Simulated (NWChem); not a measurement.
GaPH₄; SMILES [PH2][GaH2]

Program: NWChem. The geometry was optimised at B3LYP/6-31G* (spherical d).

Diagonal of the polarisability tensor at PBE0/def2-SVPD, static: 57.40, 80.25, 48.58 bohr³.

Q: Find the mean polarisability volume, the molar refraction, and the refractive index that an ideal gas of it would have at 273.15 K and 1 atm.

A: 
1. Mean: one third of the trace = 62.08 bohr³ × 0.14818 Å³/bohr³ = 9.20 Å³.
2. Molar refraction (Lorentz-Lorenz): (4π/3) N_A α = 23.2 cm³/mol.
3. Number density p/kT = 2.687 × 10⁻⁵ Å⁻³; n − 1 = 2π N α = 15.53 × 10⁻⁴.
4. These hold the electronic response alone: vibrational and orientational terms add to the static dielectric constant.
